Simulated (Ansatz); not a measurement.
Computed with Ansatz on PBE0-D4/def2-TZVP structures; ΔE is electronic, products minus reactants. CBS: MP2 limit from def2 TZ/QZ plus the TZ coupled-cluster correction, frozen cores. This one scheme is used for every species. DFT in def2-TZVPP. Elements past krypton have def2 core potentials. For In outer-core shells are correlated without core-valence functions, which leaves a few kJ/mol of doubt a bond.

`[CH3][In]([F])[C]#N` + HCl → `[CH3][In]([F])[Cl]` + `C#N`  (ligand exchange at the In–C bond)

`[CH3][In]([F])[C]#N`:

Cartesian coordinates in Å:
```
C -0.169 1.499 -0.177
In -0.298 -0.609 -0.051
F -1.977 -1.465 -0.541
C 1.065 -2.115 0.525
N 1.860 -2.884 0.851
H 0.819 1.841 0.125
H -0.929 1.934 0.472
H -0.370 1.799 -1.205
```

HCl:

Cartesian coordinates in Å:
```
Cl -0.081 0.575 0.268
H 0.081 -0.575 -0.268
```

`[CH3][In]([F])[Cl]`:

```xyz
7

C    -0.201   -0.639   -0.890
In    0.160    0.553    0.828
F    -0.501    0.044    2.587
Cl    1.316    2.551    1.013
H    -0.672   -0.025   -1.657
H     0.750   -1.015   -1.265
H    -0.851   -1.468   -0.616
```

`C#N`:

Cartesian coordinates in Å:
```
C 0.014 -0.019 -0.009
N -0.618 0.842 0.404
H 0.603 -0.823 -0.395
```

```tsv
species	r2SCAN energy (Eh)
`[CH3][In]([F])[C]#N`	-422.81340
HCl	-460.78587
`[CH3][In]([F])[Cl]`	-790.22810
`C#N`	-93.40455
```

Problem. Work out ΔE.

Solution. ΔE = (-790.22810) + (-93.40455) − (-422.81340) − (-460.78587) = -0.03338 Eh = -87.6 kJ/mol. CCSD(T)/CBS gives -81.8 kJ/mol.

Largest T1 diagnostic among the species: 0.015.

In def2-TZVPP, CCSD(T) changes the Hartree–Fock value by +15.4 kJ/mol (the triples alone add +1.2 kJ/mol) and MP2 by +12.7 kJ/mol. Leaving LDA and LC-ωPBE aside and taking each functional with its dispersion term where it has one, the values, not all of them listed here, spread over 7.9 kJ/mol, from B97M-V to ωB97M-V.
